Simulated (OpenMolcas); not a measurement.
# Computed transition rates of Be

- Program: OpenMolcas
- Method: SS-RASPT2, IPEA 0.25 Eh, imaginary shift 0.1 Eh (closed shells correlated: 1s)
- Basis: ANO-RCC [9s8p5d2f1g]
- Scalar Hamiltonian: DKH2, point nucleus
- Active space: 2 electrons in 9 orbitals (RAS2 2s 2p; RAS3 3d, at most 2 electrons)
- State averaging: 2S+1 = 3 even, 3 roots; 2S+1 = 1 even, 6 roots; 2S+1 = 3 odd, 3 roots; 2S+1 = 1 odd, 3 roots
- Spin-orbit coupling: RASSI with atomic mean-field integrals over the reference wave functions, term energies averaged over their components

Rates come from the transition moments of the reference wave functions (E1 and E2 in the length form). At fixed line strength A goes as λ^-3 for E1 and M1 and as λ^-5 for E2, so a rate at the computed wavelength can be rescaled to the measured one. Measured vacuum wavelengths follow from level energies in NIST Handbook of Basic Atomic Spectroscopic Data. Branching counts decays inside the model space alone, at computed energies, and the table is only a selection of the E1 lines, drawn from those between levels with measured partners whose computed energy lies within a factor of 1.5 of the measured one.

| Upper | Lower | Type | λ computed (nm) | λ measured (nm) | A computed (s-1) | A rescaled (s-1) | Branching % |
| --- | --- | --- | --- | --- | --- | --- | --- |
| 2p2 1D2 | 2s 2p 1P* 1 | E1 | 670.1 | 698.5 | 2.57e+06 | 2.27e+06 | 99.9 |
| 2s 2p 3P* 1 | 2s2 1S0 | E1 | 456.1 | 455 | 1.29e-01 |  | 100.0 |
| 2p2 3P1 | 2s 2p 3P* 2 | E1 | 263.4 | 265.2 | 1.82e+08 | 1.78e+08 | 41.7 |
| 2p2 3P0 | 2s 2p 3P* 1 | E1 | 263.4 | 265.1 | 4.38e+08 | 4.30e+08 | 100.0 |
| 2p2 3P1 | 2s 2p 3P* 1 | E1 | 263.4 | 265.1 | 1.09e+08 | 1.07e+08 | 25.0 |
| 2p2 3P2 | 2s 2p 3P* 2 | E1 | 263.4 | 265.1 | 3.28e+08 | 3.22e+08 | 75.0 |
| 2p2 3P1 | 2s 2p 3P* 0 | E1 | 263.3 | 265.1 | 1.46e+08 | 1.43e+08 | 33.3 |
| 2p2 3P2 | 2s 2p 3P* 1 | E1 | 263.3 | 265.1 | 1.09e+08 | 1.07e+08 | 25.0 |
| 2s 2p 1P* 1 | 2s2 1S0 | E1 | 232.9 | 234.9 | 5.17e+08 | 5.04e+08 | 100.0 |

Spin-changing lines and M1 lines between different terms are not rescaled, since their strength hangs on the term gaps too.

The largest correction is for 2p2 1D2 → 2s 2p 1P* 1 (E1): 2.57e+06 × (670.1 / 698.5)^3 = 2.27e+06 s-1, a factor of 0.88.

No measured rate stands beside these. Rescaling mends the energy factor alone: line strengths can still be far off where a level mixes with configurations outside the active space, and weak or spin-changing lines hang on small mixing coefficients that depend on the term gaps too, so rescaling need not improve them.

Term energies are means over components that CASPT2 splits; among the terms shown or strongly mixed into the levels shown the widest spread is 11 cm-1 (2p2 1D). Active for correlation alone: 3d; no level in the range computed is led by a configuration that fills it, so any true level of that kind is missing. Some terms mix strongly with configurations of 3d, whose occupation reaches 0.27 (2p2 1D). Measured partners are found by configuration, term and J. A level has none where our copy of the source lacks it or the pairing is in doubt (some pairs that miss far off the trend of their configuration count as doubtful). Levels of configurations outside the active space are missing.

* marks odd parity.
